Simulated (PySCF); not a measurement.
## Computed properties of HgI₂, SMILES [I][Hg][I]

HgI₂, SMILES [I][Hg][I]. The structure is a stationary point at PBE0-D3(BJ)/def2-SVP. The isomer is the one that the SMILES or the coordinates give; other isomers of the formula were not compared. The def2 effective core potentials stand for the cores of Hg, I; spin–orbit coupling is left out. Other conformers were not sampled. All values are computed for the isolated molecule unless a solvent is named; none is compared with measurement here.

**Structure.** The optimised structure has D∞h symmetry. All 4 harmonic modes at PBE0-D3(BJ)/def2-SVP (PySCF) are real, so it is a minimum. With heavy atoms numbered as in [Hg:1]([I:2])[I:3], the shortest bond between them is Hg1–I2 at 2.606 Å and the longest Hg1–I3 at 2.606 Å.

**Vibrations.** The strongest infrared lines (harmonic, unscaled, degenerate partners summed) lie at 229 cm⁻¹ (22 km/mol, Hg 56 %, I 44 %), 51 cm⁻¹ (2 km/mol, Hg 56 %, I 44 %). The softest mode is at 51 cm⁻¹ and the zero-point energy is 0.7 kcal/mol.

**Electronic structure.** M06-2X/def2-TZVPD (PySCF) places the frontier levels at -8.84 and -2.00 eV, a gap of 6.84 eV, and gives a dipole moment of 0.00 D and a mean polarisability of 111.7 bohr³.

**Excitations.** TDDFT-PBE0/def2-SVPD (PySCF) has S1 at 3.63 eV (342 nm, f = 0.000, dark); the most intense of the 10 singlets computed lies at 5.45 eV (f = 0.19). Strengths of degenerate partners are summed. T1 (TDA) is at 3.25 eV. No vertical singlet excitation falls in the visible range (under 3.1 eV).
